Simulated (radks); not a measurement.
Charge is removed step by step from the 6s down level of neutral tungsten, starting from [Xe] 4f14 5d4 6s(up 1, down 1). Calculated with a radial shooting solver on a logarithmic mesh with Libxc functionals: scalar-relativistic Kohn-Sham, PBEsol, spin-polarised, spherical densities, finite nucleus; open shells are filled with parallel spins first (spin-orbit coupling, left out, can overturn this in heavy ions); Fermi nuclear charge, rms radius 5.3658 fm.

| removed (e) | E - E(0) (eV) | eigenvalue (eV) |
|---|---|---|
| 0 | 0.000 | -4.781 |
| 0.25 | 1.362 | -6.124 |
| 0.5 | 3.062 | -7.476 |
| 0.75 | 5.100 | -8.845 |

The mean slope of the eigenvalue, de/dn, is 5.42 eV per electron.
